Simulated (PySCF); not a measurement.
A search over the determinants of SbC

Unrestricted PBE0; Sb aug-cc-pVDZ-PP with ECP28, C aug-cc-pVDZ; scalar-relativistic core potentials (PySCF 2.14). Outer shells of the fragments: Sb 4d10 5s2 5p3; C 2s2 2p2.

Followed along the bond (rough minima from three points):

```
2Ms+1     unpaired  ⟨S²⟩ at the start  R at minimum (Å)  Te (eV)
    2          σ ↑               0.91              1.88     0.00
    2          π ↑               0.75              1.99     0.39
    4    σ ↑, π ↑↑               4.00              2.08     1.54
    4        π ↑↑↑               3.76  none in the scan   ≤ 1.66
    6  σ ↑, π ↑↑↑↑               8.75  none in the scan   ≤ 2.12
```

Solutions found at the starting distance of 2.075 Å, counted from the lowest of them; the search is not exhaustive and high or unbound solutions are not listed, so other states can lie among these:

| 2Ms+1 | unpaired | term | E (eV) | ⟨S²⟩ | ⟨Lz²⟩ | μ (D) |
| --- | --- | --- | --- | --- | --- | --- |
| 2 | π ↑ | ²Π | 0.00 | 0.75 | 1.00 | -2.77 |
| 2 | σ ↑ | ²Σ⁺ | 0.13 | 0.91 | 0.00 | -2.47 |
| 4 | σ ↑, π ↑↑ | mixed | 1.05 | 4.00 | 2.01 | -1.60 |
| 4 | π ↑↑↑ | ⁴Π | 1.30 | 3.76 | 1.01 | -2.42 |
| 2 | σ ↓, π ↑↑ | mixed | 1.65 | 1.89 | 2.01 | -1.89 |
| 4 | σ ↑, π ↑↑ | mixed | 1.69 | 3.76 | 2.01 | -1.49 |
| 2 | π ↑↑↓ | mixed | 1.70 | 1.76 | 3.02 | -2.34 |
| 6 | σ ↑, π ↑↑↑↑ | ⁶Σ⁺ | 1.91 | 8.75 | 0.00 | -1.29 |
| 2 | σ ↑, π ↑↓ | mixed | 2.13 | 1.77 | 2.05 | -1.47 |
| 2 | σ ↑, π ↑↓ | mixed | 2.24 | 1.76 | 2.05 | -1.75 |

A term symbol is given only where ⟨S²⟩ and ⟨Lz²⟩ are close to those of a pure state; real π, δ and φ orbitals otherwise mix terms. A positive dipole means Sb(−)C(+).

Problem. Compare the gap between the two lowest followed solutions at the starting distance with the gap between their minima.

Solution. At PBE0 the second solution (doublet, unpaired electrons π ↑) lies -0.13 eV from the first (doublet, unpaired electrons σ ↑) at 2.075 Å and +0.39 eV at the minima; the two curves relax by different amounts, since their minima lie near 1.99 and 1.88 Å.

Spin–orbit coupling is left out.
